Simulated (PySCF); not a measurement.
PySCF input (HF/def2-TZVPD):

```python
from pyscf import gto, scf, dft

mol = gto.M(
    atom='''
    Si   -0.42068554   -0.05904390    0.53337079
    C    -2.13385605   -0.22310219    0.36944017
    Cl    0.66877584   -1.55675386   -0.53117723
    Cl    0.73970422    1.69393726   -0.18099865
    H     0.10769728   -0.08683472    1.91887008
    H    -2.75415953    0.29037943    1.10154202
    H    -2.60496469   -0.37043492   -0.59725396
    ''',
    basis='def2-tzvpd',
    charge=-1,
    spin=0,
    verbose=4,
)

mf = scf.RHF(mol).density_fit(auxbasis='def2-universal-jkfit')
mf.conv_tol = 1e-9
mf.max_cycle = 100
mf.max_memory = 1500
mf.kernel()
if not mf.converged:
    mf = mf.newton()
    mf.kernel(mf.make_rdm1())
mf.analyze()
```

Output:

```
PySCF version 2.14.0

[INPUT] verbose = 4
[INPUT] num. atoms = 7
[INPUT] num. electrons = 58
[INPUT] charge = -1
[INPUT] spin (= nelec alpha-beta = 2S) = 0
[INPUT] symmetry False subgroup None
[INPUT] Mole.unit = angstrom
[INPUT] Symbol           X                Y                Z      unit          X                Y                Z       unit  Magmom
[INPUT]  1 Si    -0.420685540000  -0.059043900000   0.533370790000 AA   -0.794980455165  -0.111576800326   1.007924715943 Bohr   0.0
[INPUT]  2 C     -2.133856050000  -0.223102190000   0.369440170000 AA   -4.032403523746  -0.421602036891   0.698140740713 Bohr   0.0
[INPUT]  3 Cl     0.668775840000  -1.556753860000  -0.531177230000 AA    1.263803176326  -2.941838438760  -1.003779488305 Bohr   0.0
[INPUT]  4 Cl     0.739704220000   1.693937260000  -0.180998650000 AA    1.397838388985   3.201077493596  -0.342037877416 Bohr   0.0
[INPUT]  5 H      0.107697280000  -0.086834720000   1.918870080000 AA    0.203518363561  -0.164093838903   3.626138919822 Bohr   0.0
[INPUT]  6 H     -2.754159530000   0.290379430000   1.101542020000 AA   -5.204607215061   0.548737594907   2.081612732500 Bohr   0.0
[INPUT]  7 H     -2.604964690000  -0.370434920000  -0.597253960000 AA   -4.922669828263  -0.700020545775  -1.128646411212 Bohr   0.0

nuclear repulsion = 254.468340131434
number of shells = 75
number of NR pGTOs = 298
number of NR cGTOs = 199
basis = def2-tzvpd
ecp = {}

******** <class 'pyscf.df.df_jk.DFRHF'> ********
method = DFRHF
initial guess = minao
damping factor = 0
level_shift factor = 0
DIIS = <class 'pyscf.scf.diis.CDIIS'>
diis_start_cycle = 1
diis_space = 8
diis_damp = 0
SCF conv_tol = 1e-09
SCF conv_tol_grad = None
SCF max_cycles = 100
direct_scf = False
Set gradient conv threshold to 3.16228e-05
Initial guess from minao.
******** <class 'pyscf.df.df.DF'> ********
auxbasis = def2-universal-jkfit
init E= -1247.74680147313
  HOMO = -0.193295936046582  LUMO = 0.0374915827991488  gap/eV = 6.28005
cycle= 1 E= -1247.63556998386  delta_E= 0.111  |g|= 0.41  |ddm|= 1.91
  HOMO = -0.0838032307169492  LUMO = 0.167557383477636  gap/eV = 6.83987
cycle= 2 E= -1247.68196466251  delta_E= -0.0464  |g|= 0.186  |ddm|= 0.669
  HOMO = -0.112486168888402  LUMO = 0.16479711289504  gap/eV = 7.54526
cycle= 3 E= -1247.690687061  delta_E= -0.00872  |g|= 0.0423  |ddm|= 0.195
  HOMO = -0.109765990272187  LUMO = 0.164061871525529  gap/eV = 7.45124
cycle= 4 E= -1247.69155988124  delta_E= -0.000873  |g|= 0.0118  |ddm|= 0.107
  HOMO = -0.110139004402118  LUMO = 0.164226427261323  gap/eV = 7.46586
cycle= 5 E= -1247.69163373304  delta_E= -7.39e-05  |g|= 0.00413  |ddm|= 0.0314
  HOMO = -0.10941994981183  LUMO = 0.164170045585401  gap/eV = 7.44476
cycle= 6 E= -1247.6916460551  delta_E= -1.23e-05  |g|= 0.00143  |ddm|= 0.0164
  HOMO = -0.109454302205243  LUMO = 0.164150882237038  gap/eV = 7.44518
cycle= 7 E= -1247.69164829321  delta_E= -2.24e-06  |g|= 0.00041  |ddm|= 0.00832
  HOMO = -0.109326548183684  LUMO = 0.164140991708033  gap/eV = 7.44143
cycle= 8 E= -1247.69164843772  delta_E= -1.45e-07  |g|= 0.000156  |ddm|= 0.00225
  HOMO = -0.109354550244952  LUMO = 0.164140053808933  gap/eV = 7.44217
[...]
cycle= 11 E= -1247.69164845815  delta_E= -1.71e-10  |g|= 4.52e-06  |ddm|= 5.26e-05
  HOMO = -0.109349524939883  LUMO = 0.164139589273217  gap/eV = 7.44202
Extra cycle  E= -1247.69164845817  delta_E= -2.32e-11  |g|= 2.32e-06  |ddm|= 1.05e-05
converged SCF energy = -1247.69164845817
**** SCF Summaries ****
Total Energy =                       -1247.691648458171358
Nuclear Repulsion Energy =             254.468340131433933
One-electron Energy =                -2242.985800496849151
Two-electron Energy =                  740.825811907243860
Two-electron Coulomb Energy =          822.844873947889255
DFT Exchange-Correlation Energy =      -82.019062040645395
HOMO-LUMO gap [eV] =                     7.442017859120554
**** MO energy ****
MO #1   energy= -104.65356553194   occ= 2
MO #2   energy= -104.636873864026  occ= 2
MO #3   energy= -68.6507062249455  occ= 2
MO #4   energy= -10.9922717906323  occ= 2
MO #5   energy= -10.3830601892783  occ= 2
MO #6   energy= -10.3660480653107  occ= 2
MO #7   energy= -7.84971463774864  occ= 2
MO #8   energy= -7.84897475415566  occ= 2
MO #9   energy= -7.84894877772461  occ= 2
MO #10  energy= -7.8325763991454   occ= 2
MO #11  energy= -7.83195244671008  occ= 2
MO #12  energy= -7.83193485286448  occ= 2
MO #13  energy= -5.9922540154995   occ= 2
MO #14  energy= -4.09918610345026  occ= 2
MO #15  energy= -4.0985542280261   occ= 2
MO #16  energy= -4.09729501610096  occ= 2
MO #17  energy= -0.923484662327844 occ= 2
MO #18  energy= -0.889986695417193 occ= 2
MO #19  energy= -0.708374627446311 occ= 2
MO #20  energy= -0.498351035210909 occ= 2
MO #21  energy= -0.384881192450049 occ= 2
MO #22  energy= -0.348997453678818 occ= 2
MO #23  energy= -0.340281756837395 occ= 2
MO #24  energy= -0.334985453326438 occ= 2
MO #25  energy= -0.294113231117829 occ= 2
MO #26  energy= -0.287726563294676 occ= 2
MO #27  energy= -0.268644012034419 occ= 2
MO #28  energy= -0.263991157062111 occ= 2
MO #29  energy= -0.109349524939883 occ= 2
MO #30  energy= 0.164139589273217  occ= 0
MO #31  energy= 0.176453426551518  occ= 0
MO #32  energy= 0.195667725599791  occ= 0
MO #33  energy= 0.203542617076638  occ= 0
MO #34  energy= 0.219178541562393  occ= 0
MO #35  energy= 0.223530651474256  occ= 0
MO #36  energy= 0.229206794353069  occ= 0
MO #37  energy= 0.243278342044184  occ= 0
MO #38  energy= 0.273427762743624  occ= 0
MO #39  energy= 0.289745918474738  occ= 0
MO #40  energy= 0.304535473315839  occ= 0
MO #41  energy= 0.314781776356968  occ= 0
MO #42  energy= 0.330274810284527  occ= 0
MO #43  energy= 0.337683800360296  occ= 0
MO #44  energy= 0.36246034951904   occ= 0
MO #45  energy= 0.375513090005644  occ= 0
MO #46  energy= 0.383723579629266  occ= 0
MO #47  energy= 0.399529327399844  occ= 0
MO #48  energy= 0.402561681353443  occ= 0
MO #49  energy= 0.411746057633929  occ= 0
MO #50  energy= 0.421160424684916  occ= 0
MO #51  energy= 0.425969133624746  occ= 0
MO #52  energy= 0.439080654180063  occ= 0
MO #53  energy= 0.446380538870399  occ= 0
MO #54  energy= 0.456590663987425  occ= 0
MO #55  energy= 0.469050428801078  occ= 0
MO #56  energy= 0.475307145148915  occ= 0
MO #57  energy= 0.490273820881664  occ= 0
MO #58  energy= 0.496097900805381  occ= 0
MO #59  energy= 0.50379812184206   occ= 0
MO #60  energy= 0.509526040308782  occ= 0
MO #61  energy= 0.514050156695486  occ= 0
MO #62  energy= 0.5259724823013    occ= 0
MO #63  energy= 0.53253427629851   occ= 0
MO #64  energy= 0.543201661805588  occ= 0
MO #65  energy= 0.561141530542559  occ= 0
MO #66  energy= 0.574030994839637  occ= 0
MO #67  energy= 0.582340959414769  occ= 0
MO #68  energy= 0.594494241867678  occ= 0
MO #69  energy= 0.600228749156123  occ= 0
MO #70  energy= 0.607875453682049  occ= 0
MO #71  energy= 0.623091009080806  occ= 0
MO #72  energy= 0.628342297138007  occ= 0
MO #73  energy= 0.673457690236475  occ= 0
MO #74  energy= 0.68074831110572   occ= 0
MO #75  energy= 0.704022172417457  occ= 0
MO #76  energy= 0.716903142341742  occ= 0
MO #77  energy= 0.736123610262269  occ= 0
MO #78  energy= 0.745335608513673  occ= 0
MO #79  energy= 0.768690238869346  occ= 0
MO #80  energy= 0.778066027317872  occ= 0
MO #81  energy= 0.790414287985995  occ= 0
MO #82  energy= 0.807779245115017  occ= 0
MO #83  energy= 0.839139250431005  occ= 0
MO #84  energy= 0.846300349301926  occ= 0
MO #85  energy= 0.897266287068839  occ= 0
MO #86  energy= 0.899154947073101  occ= 0
MO #87  energy= 0.928855334808129  occ= 0
MO #88  energy= 0.94114385343539   occ= 0
MO #89  energy= 0.949880974885395  occ= 0
MO #90  energy= 0.96039536738673   occ= 0
MO #91  energy= 0.977490989981793  occ= 0
MO #92  energy= 0.98623214054226   occ= 0
MO #93  energy= 0.995170440413748  occ= 0
MO #94  energy= 1.00066954496932   occ= 0
MO #95  energy= 1.00813240475407   occ= 0
MO #96  energy= 1.01839922142586   occ= 0
MO #97  energy= 1.03104312395337   occ= 0
MO #98  energy= 1.03683646513395   occ= 0
MO #99  energy= 1.07354860471308   occ= 0
MO #100 energy= 1.08152122678659   occ= 0
MO #101 energy= 1.09641828795311   occ= 0
MO #102 energy= 1.11158031205378   occ= 0
MO #103 energy= 1.13004537685498   occ= 0
MO #104 energy= 1.16896186214911   occ= 0
MO #105 energy= 1.17764475288948   occ= 0
MO #106 energy= 1.18790757797115   occ= 0
MO #107 energy= 1.29166769340318   occ= 0
[...]
```

It need not be the lowest isomer of its formula. Whether it binds its extra electron was not tested at this geometry.
